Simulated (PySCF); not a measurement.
Job file and geometry (Å, from GFN2-xTB) of an NMR shielding run on `CSSCOC(F)(F)F`, C3H5F3OS2, GIAO PBE0/pcSseg-1 NMR shielding, non-relativistic, gas phase in PySCF; density fitting, a coarse starting grid and PySCF grid level 2 are the driver's defaults:

```
{"job": {"kind": "nmr", "xc": "PBE0", "basis": "pcSseg-1"}, "charge": 0, "multiplicity": 1}
C     -2.489578     0.660679    -0.159758
S     -2.100217    -0.528141     1.166147
S     -0.928224    -1.867697     0.204390
C      0.725204    -1.157034     0.434926
O      0.816723     0.008975    -0.395424
C      2.004459     0.583629    -0.430350
F      1.955653     1.654923    -1.207825
F      2.974581    -0.214583    -0.905798
F      2.438230     0.985932     0.777650
H     -3.049409     0.155043    -0.939337
H     -3.095037     1.435169     0.298333
H     -1.568536     1.079963    -0.551167
H      0.866294    -0.884306     1.484065
H      1.449178    -1.913023     0.122335
```

**Question.** Write the output of this run.

**Answer.** 
```
coarse grid: 13952 points
cycle   1  E = -1287.3631745771  dE =  1.473e+00  |g| = 1.016e+00  |ddm| = 3.436e+00
cycle   2  E = -1287.2173834361  dE =  1.458e-01  |g| = 1.443e+00  |ddm| = 1.143e+00
cycle   3  E = -1287.5365899700  dE = -3.192e-01  |g| = 4.293e-02  |ddm| = 6.617e-01
cycle   4  E = -1287.5368375658  dE = -2.476e-04  |g| = 2.537e-02  |ddm| = 4.836e-02
cycle   5  E = -1287.5369348351  dE = -9.727e-05  |g| = 8.563e-03  |ddm| = 2.017e-02
cycle   6  E = -1287.5369470608  dE = -1.223e-05  |g| = 1.529e-03  |ddm| = 7.181e-03
cycle   7  E = -1287.5369475474  dE = -4.866e-07  |g| = 3.733e-04  |ddm| = 1.914e-03
final grid: 130000 points
cycle   8  E = -1287.6242596733  dE = -4.442e-05  |g| = 1.150e-02  |ddm| = 2.485e-02
cycle   9  E = -1287.6242381308  dE =  2.154e-05  |g| = 1.556e-02  |ddm| = 1.704e-02
cycle  10  E = -1287.6242852218  dE = -4.709e-05  |g| = 7.289e-04  |ddm| = 1.015e-02
cycle  11  E = -1287.6242853092  dE = -8.734e-08  |g| = 3.124e-04  |ddm| = 7.467e-04
cycle  12  E = -1287.6242853245  dE = -1.534e-08  |g| = 8.772e-05  |ddm| = 2.344e-04
cycle  13  E = -1287.6242853260  dE = -1.500e-09  |g| = 1.562e-05  |ddm| = 9.900e-05
cycle  14  E = -1287.6242853261  dE = -5.207e-11  |g| = 5.142e-06  |ddm| = 2.018e-05
converged SCF energy = -1287.6242853261

GIAO shielding tensors (ppm)
atom      isotropic    diamagn.    paramagn.     s11        s22        s33       span
  0 C      156.591     251.439     -94.848    128.229    154.868    186.677     58.448
  1 S      469.776    1055.607    -585.831    308.358    382.445    718.525    410.166
  2 S      410.968    1054.837    -643.868    307.180    346.140    579.585    272.405
  3 C       99.922     246.595    -146.673     68.903    103.388    127.475     58.573
  4 O      212.467     402.768    -190.300    162.957    179.840    294.606    131.649
  5 C       57.459     237.641    -180.182     48.990     54.153     69.234     20.244
  6 F      246.655     470.767    -224.112    177.826    205.003    357.136    179.310
  7 F      252.390     469.281    -216.891    161.307    230.630    365.232    203.925
  8 F      249.767     472.118    -222.350    159.164    228.102    362.036    202.872
  9 H       29.031      29.330      -0.299     24.589     26.934     35.571     10.982
 10 H       29.813      29.087       0.726     25.045     25.994     38.400     13.355
 11 H       28.762      31.508      -2.746     22.088     30.111     34.087     11.999
 12 H       26.657      29.427      -2.770     20.482     28.792     30.697     10.216
 13 H       26.598      28.633      -2.035     20.652     28.405     30.737     10.085
```

**Question.** Turn these shieldings into chemical shifts. Shifts are taken against calculated references (same method and geometry level): 13C (σ = 186.93 ppm) and 1H (σ = 31.72 ppm) against TMS; 33S (σ = 503.73 ppm) against CS2; 17O (σ = 336.08 ppm) against H2O; 19F (σ = 170.95 ppm) vs CFCl3.

**Answer.** Averaging equivalent atoms: C 5: 129.5; C 3: 87.0; C 0: 30.3; S 2: 93; S 1: 34; O 4: 123.6; F 6/7/8: -78.7; H 12/13: 5.09; H 9/10/11: 2.52 ppm. Unscaled 19F shifts against computed CFCl3 carry errors that often reach 10 to 50 ppm. Experimental scales use liquid or dissolved standards, which lie at an offset from isolated H2O (liquid H2O: subtract about 36 ppm).

Size and cost of the density-fitted run: 192 basis functions, 31 s wall time on 1 thread of an Arm Neoverse V1, shared host.
